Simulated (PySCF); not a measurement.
Radial density of Ne⁺ (neon, charge +1)

UHF, [He] 2s1 2p5 3d1, one real determinant (an excited configuration). All numbers are calculated (PySCF 2.14, the spin-free X2C one-electron Hamiltonian (Gaussian nucleus), in aug-cc-pVDZ-DK).

| r (bohr) | 4πr²ρ (e/bohr) | 4πr²(ρα − ρβ) |
| --- | --- | --- |
| 0.00201 | 0.03161 | 0.0009 |
| 0.00339 | 0.08742 | 0.0026 |
| 0.00570 | 0.2343 | 0.0069 |
| 0.00958 | 0.5988 | 0.0176 |
| 0.0161 | 1.468 | 0.0431 |
| 0.0271 | 3.306 | 0.0966 |
| 0.0456 | 6.457 | 0.1858 |
| 0.0767 | 9.883 | 0.2700 |
| 0.129 | 10.32 | 0.2634 |
| 0.217 | 6.696 | 0.3611 |
| 0.365 | 5.285 | 1.3487 |
| 0.614 | 6.852 | 2.5380 |
| 1.03 | 4.512 | 1.8561 |
| 1.74 | 1.437 | 0.9499 |
| 2.92 | 0.03894 | 0.0171 |
| 4.91 | 0.0001202 | 0.0001 |

Densities and radii are taken from the X2C orbitals without a picture-change correction, which distorts them close to the nucleus.

⟨L²⟩ = 8.00 against 12 for a pure F term, so this real determinant mixes terms. The outer electron is Rydberg-like, and this basis confines it to a smaller radius and binds it less than a complete one would. At UHF the highest occupied level has a positive energy, so only the finite basis holds that electron; for this excited configuration the basis is too tight for the outer shell.
